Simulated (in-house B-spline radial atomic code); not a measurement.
## Removing one electron from Ta⁴⁵⁺

Closed shell [Ar] 3d10. Computed with an all-electron radial atomic-structure program (B-spline basis): Koopmans values of Dirac-Hartree-Fock plus a diagonal self-energy, in second order or with its direct term screened (direct RPA, with the hole-particle interaction, or full time-dependent Hartree-Fock), linearised in energy; no-pair Dirac-Coulomb Hamiltonian, finite nucleus. Shifts add to the Koopmans value (the ΔSCF shift is orbital relaxation alone); the final value takes TDHF screening with Breit and QED.

Command:
```bash
python run_mb.py task.json out
```
Settings (nuclear radius in fm, box in bohr, cutoff in hartree):
```
basis_form          2
Z                   73
core_configuration  [Ar] 3d10
rms_radius          5.3507
mass_number         181
speed_of_light      137.036
box_radius          2.722
lmax                7
intervals           56
virtual_cutoff      21316.0
```

Cost of the run: 23 s on 1 thread of Intel(R) Xeon(R) 6975P-C, with other jobs on the host.

Energies in eV:

| subshell | Koopmans | ΔSCF shift | second order | direct RPA | hole-particle | TDHF | Breit + QED | final |
| --- | --- | --- | --- | --- | --- | --- | --- | --- |
| 3d5/2 | 3901.36 | -3.823 | ? | ? | ? | ? | ? | ? |
| 3d3/2 | 3965.23 | -4.124 | -2.673 | -1.890 | -2.152 | -2.192 | -3.878 | 3959.16 |
| 3p3/2 | 4342.60 | -2.797 | -4.550 | -3.581 | -3.928 | -3.972 | -5.574 | 4333.06 |
| 3p1/2 | 4635.14 | -3.370 | -5.856 | -4.567 | -5.045 | -5.106 | -8.708 | 4621.33 |
| 3s1/2 | 4868.14 | -2.786 | -6.381 | -5.104 | -5.613 | -5.671 | -9.322 | 4853.15 |

(1) What does the self-energy do to 3d5/2?

Results:

(1) It shifts the removal energy by -2.378 eV in second order, -1.665 with direct RPA, -1.909 with the hole-particle term and -1.945 with TDHF screening (quasi-particle weight 0.998); Breit and QED add -2.757 eV. The final value is 3896.66 eV, against 3898.7 ± 2.5 eV (NIST, measured).
